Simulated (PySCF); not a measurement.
## Zn¹⁴⁺: ionisation energy

Zn¹⁴⁺ [Ne] 3s2 3p4 (3P) → Zn¹⁵⁺ [Ne] 3s2 3p3 (4S), as a difference of total energies. Computed with PySCF 2.14 in an uncontracted even-tempered set (17 s from 0.81 bohr⁻², ratio 2.5; 11 p from 1.1 bohr⁻², ratio 2.5; 5 d from 7 bohr⁻², ratio 2.7; 4 f from 11 bohr⁻², ratio 2.7), with no relativity, point nucleus. Correlated levels: outer shells: 1s2 frozen; virtual orbitals above 40 to 60 times the deepest correlated orbital energy dropped. The calculations carry no spin-orbit coupling.

```tsv
method	ionisation energy (eV)
UHF	486.59
MP2 (outer shells)	487.53
SCS-MP2 (outer shells)	487.56
CCSD (outer shells)	487.51
CCSD(T) (outer shells)	487.51
```

Question: How much does correlation contribute at CCSD(T) (outer shells)?

Answer: 487.51 − (486.59) = 0.92 eV, measured against UHF.

A first-order spin-orbit estimate (lowest level to lowest level, LS coupling) adds 1.332 eV.

These non-relativistic numbers lack the scalar-relativistic shift.

For comparison: 490.6 ± 0.6 eV (semi-empirical (NIST evaluation); NIST Atomic Spectra Database, ionization energies).
